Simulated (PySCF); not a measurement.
Species: C6H7N2 (doublet state).
Atom-mapped SMILES: `[CH3:1]/[N:2]=[C:3]1\[CH:4][C@H:5]([C:6]#[N:7])[CH2:8]1` (hydrogens: H9, H10, H11 on C1; H12 on C4; H13 on C5; H14, H15 on C8)

Structure used (GFN2-xTB), in Å, numbered top down from 1:
```
atom  x, y, z in Å
C1     2.625    0.232    0.128
N2     1.505   -0.384    0.749
C3     0.329   -0.284    0.235
C4    -0.297    0.330   -0.859
C5    -1.649   -0.205   -0.492
C6    -2.617    0.807   -0.166
N7    -3.367    1.627    0.104
C8    -0.970   -0.885    0.732
H9     2.405    0.744   -0.816
H10    3.057    0.941    0.839
H11    3.380   -0.540   -0.043
H12   -0.006    1.004   -1.643
H13   -2.094   -0.894   -1.218
H14   -1.297   -0.513    1.700
H15   -1.008   -1.972    0.728
```

Level of theory: UKS B3LYP, pcH-1 on C H N, non-relativistic, mean-field spin-orbit, GIAO in PySCF 2.14.0. Isolated species at its GFN2-xTB geometry, gas phase. Couplings are sensitive to structure, and on GFN2-xTB geometries they can be far from those on DFT ones. Stability of the SCF solution: not tested. ⟨S²⟩ is 0.776 where a pure state has 0.75.

Principal values of hyperfine tensors in MHz (contact and dipolar terms together), for some of the nuclei:

```json
{"atom": "H13", "isotope": "1H", "A1": "75.29", "A2": "76.39", "A3": "85.28"}
{"atom": "C4", "isotope": "13C", "A1": "10.03", "A2": "12.16", "A3": "184.09"}
{"atom": "H11", "isotope": "1H", "A1": "59.70", "A2": "61.02", "A3": "69.46"}
{"atom": "C6", "isotope": "13C", "A1": "47.02", "A2": "47.32", "A3": "53.49"}
{"atom": "C3", "isotope": "13C", "A1": "-76.97", "A2": "-38.80", "A3": "-27.26"}
{"atom": "H12", "isotope": "1H", "A1": "-72.03", "A2": "-47.40", "A3": "-18.27"}
{"atom": "C5", "isotope": "13C", "A1": "-25.15", "A2": "-22.70", "A3": "-21.48"}
{"atom": "N2", "isotope": "14N", "A1": "-3.67", "A2": "-3.53", "A3": "64.45"}
```

(1) Give the isotropic coupling of each nucleus in MHz and in mT (g = 2.0035), and the anisotropic part.

(2) What spin density at the nucleus of C6 lies behind its contact coupling (g_N = 1.40482)?

(3) H10 (1H, g_N = 5.58569) isn't in the table. Its spin density at the nucleus is 0.01481 bohr⁻³. What is its contact coupling?

(4) Name the largest traceless tensor T of the table and describe it.

(5) What first-order splitting does H13 cause when the field lies along A1, A2 or A3 of its tensor (g taken as isotropic, no quadrupole term)?

Results:

(1) a_iso = (A1 + A2 + A3)/3, Ti = Ai − a_iso; 1 mT corresponds to 28.042 MHz.

```csv
atom,a_iso (MHz),a_iso (mT),T1,T2,T3
H13,78.99,2.817,-3.70,-2.60,6.29
C4,68.76,2.452,-58.73,-56.60,115.33
H11,63.39,2.261,-3.70,-2.37,6.07
C6,49.28,1.757,-2.25,-1.96,4.21
C3,-47.68,-1.700,-29.30,8.88,20.42
H12,-45.90,-1.637,-26.13,-1.50,27.63
C5,-23.11,-0.824,-2.04,0.41,1.63
N2,19.08,0.681,-22.75,-22.61,45.36
```

(2) a_FC = (2μ0/3) gₑ μB g_N μN ρ(0)/(2S·h) = 800.24 MHz × g_N × ρ(0)/(2S), with ρ in bohr⁻³. With a_FC = 49.28 MHz and 2S = 1, ρ(0) = 0.04383 bohr⁻³.

(3) By the same relation, a_FC = 66.2 MHz. Its full tensor has the principal values 62.45, 63.97, 72.11 MHz.

(4) C4: -58.7, -56.6, 115.3 MHz, axial, in the ratio −1:−1:+2, the form that spin in one p orbital centred on that nucleus gives.

(5) 2 lines (I = 1/2), spaced by |A_i|/(g × 13.996): 2.69, 2.72, 3.04 mT along the axes of A1, A2 and A3.
